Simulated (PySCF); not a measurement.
Telling isomers of C₆H₁₁OPSi apart by NMR

- PBE0/pcSseg-1 with gauge-including orbitals
- GFN2-xTB geometry
- program: PySCF 2.14.0 with density-fitted response routines
- isolated molecule, one averaged value for each set of equivalent atoms, non-relativistic, one conformer

Scale: 1H (σref 31.72), 13C (σref 186.93) against TMS (reference shieldings calculated alike). Splittings of carbon signals by F and P are missing where no couplings were computed. Where no couplings were computed, multiplicities follow the n + 1 count of equivalent neighbours, and m marks all less simple cases (inequivalent or close neighbours, rings, F or P nearby). Shifts are as computed. Against solution values, carbons near 30 ppm lie about +3 ppm off and those near 130 ppm about +5 ppm. Of 1309 compounds with measured shifts, 239 miss one by over three times the rms of a fit or turn the order of signals round; such compounds aren't used in these exercises.

(1) Tabulate the signals of `O=P1(C[SiH3])C=CCC=C1`, `C=CC(=C)[Si@H](P)C(C)=O` and their relative energies.

(2) What is the quickest way to tell O=P1(C[SiH3])C=CCC=C1 from C=CC(=C)[Si@H](P)C(C)=O?

Results:

(1) 
```json
{"SMILES": "O=P1(C[SiH3])C=CCC=C1", "carbon types": "4×CH 2×CH2", "δC": "147.4, 139.2, 33.4, 16.7", "δH": "6.88 (m, 2H), 6.63 (m, 2H), 4.12 (m, 3H), 3.05 (m, 1H), 2.55 (m, 1H), 0.95 (m, 2H)", "E rel. (kcal/mol)": "0.0"}
{"SMILES": "C=CC(=C)[Si@H](P)C(C)=O", "carbon types": "2×C 1×CH 2×CH2 1×CH3", "δC": "243.2, 149.9, 149.4, 143.7, 124.5, 40.8", "δH": "6.77 (m, 1H), 6.30 (m, 1H), 5.91 (m, 1H), 5.45 (m, 1H), 5.17 (m, 1H), 5.09 (m, 1H), 2.52 (s, 3H), 1.14 (m, 2H)", "E rel. (kcal/mol)": "19.7"}
```

Energies are electronic energies at PBE0/pcSseg-1 on these geometries, without zero-point or thermal terms, each for the one conformer computed, which needn't be the lowest.

(2) Count the carbon signals: 4 against 6. The first has an allylic sp3 CH2 at 33.4 ppm, the second a carbonyl carbon (C) at 243.2 ppm. Their most deshielded carbons lie at 147.4 and 243.2 ppm.
